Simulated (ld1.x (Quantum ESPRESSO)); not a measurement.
# Lu: variants of one TM semilocal potential

Base potential:

ld1.x (Quantum ESPRESSO) 7.5 input, shortened:

```
&input
   title='Lu', zed=71., rel=1, dft='BLYP', iswitch=3,
   config='[Xe] 4f13 5d2 6s2 6p0'
 /
 &inputp
   pseudotype=1, tm=.true., lloc=3,
   nlcc=.false.
 /
4
5S  1  0   2.00   0.00  1.55  1.55  0.0
5P  2  1   6.00   0.00  2.25  2.25  0.0
5D  3  2   2.00   0.00  2.00  2.00  0.0
4F  4  3  13.00   0.00  1.10  1.10  0.0
 &test
   configts(1)='4f13 5s2 5p6 5d2 6s2 6p0'
 /
```

Occupied shells without a wave of their own: 6s. They enter only through the test configuration that unscreens the potential.

All-electron outer shells of the reference configuration (BLYP, scalar-relativistic, ld1.x):

```tsv
shell	level (eV)	outermost node (bohr)	outermost maximum (bohr)
4p	-366.19	0.25	0.47
4d	-199.72	0.23	0.48
5s	-64.97	0.56	1.04
5p	-34.65	0.61	1.18
4f	-16.53	–	0.47
6s	-4.87	1.39	2.93
5d	-2.67	0.68	1.71
6p	-1.28	1.68	4.16
```

Cutoffs, loose and tight: the cutoffs (Ry, on a coarse ladder) from which the occupation-weighted sum of valence levels, in a spherical-Bessel basis at the reference potential, stays within 10 and 1 mRy of its value at 400 Ry. They do not see the model core or the augmentation charge, which bear on the density cutoff. Test errors are all-electron minus pseudo excitation energies from the reference, over the configurations 4f14 5s2 5p6 5d1 6s2 6p0; 4f14 5s2 5p6 5d1 6s1 6p0; 4f14 5s2 5p6 5d1 6s0 6p0; 4f14 5s2 5p6 5d1 6s1 6p1; 4f14 5s2 5p6 5d0 6s0 6p0; 4f13 5s2 5p6 5d1 6s2 6p0; 4f14 5s2 5p5 5d1 6s2 6p0. A dash means not determined; rows that change the core or the reference have their own tests.

Cutoffs are not given where the Bessel-basis levels miss the radial ones by over 6 mRy, ghosts where they miss by over 20 mRy; a channel whose overlap is not positive is not tested.

A semilocal file is local in each channel, so a ghost entry of none says nothing of the separable form that plane-wave codes build from it.

| change | outcome | bound ghosts | largest test error (meV) |
| --- | --- | --- | --- |
| base | generated, misses its reference levels by 0.41 eV | none | -1652 |
| wave 5p (bound): rc 2.25 bohr becomes 5p (bound): rc 1.50 bohr | generated, misses its reference levels by 0.41 eV | none | -1711 |
| wave 5p (bound): rc 2.25 bohr becomes 5p (bound): rc 1.84 bohr | generated, misses its reference levels by 0.41 eV | none | -1677 |
| wave 5p (bound): rc 2.25 bohr becomes 5p (bound): rc 2.10 bohr | generated, misses its reference levels by 0.41 eV | none | -1659 |
| wave 5p (bound): rc 2.25 bohr becomes 5p (bound): rc 2.36 bohr | generated, misses its reference levels by 0.41 eV | none | -1650 |
| wave 5p (bound): rc 2.25 bohr becomes 5p (bound): rc 2.56 bohr | generated, misses its reference levels by 0.41 eV | none | -1650 |
| wave 5p (bound): rc 2.25 bohr becomes 5p (bound): rc 2.78 bohr | generated, misses its reference levels by 0.41 eV | none | -1655 |
| wave 5p (bound): rc 2.25 bohr becomes 5p (bound): rc 2.92 bohr | generated, misses its reference levels by 0.41 eV | none | -1662 |
| wave 5p (bound): rc 2.25 bohr becomes 5p (bound): rc 3.12 bohr | generated, misses its reference levels by 0.41 eV | none | -1678 |
| wave 5p (bound): rc 2.25 bohr becomes 5p (bound): rc 3.32 bohr | generated, misses its reference levels by 0.41 eV | none | -1703 |

Reading the sweep of the p radius (base included, trends over the rows without a ghost): The median size of the test errors (rows with all tests solved) is not monotonic: lowest 247.7 meV at 2.36 bohr, highest 463.8 meV at 3.32 bohr.
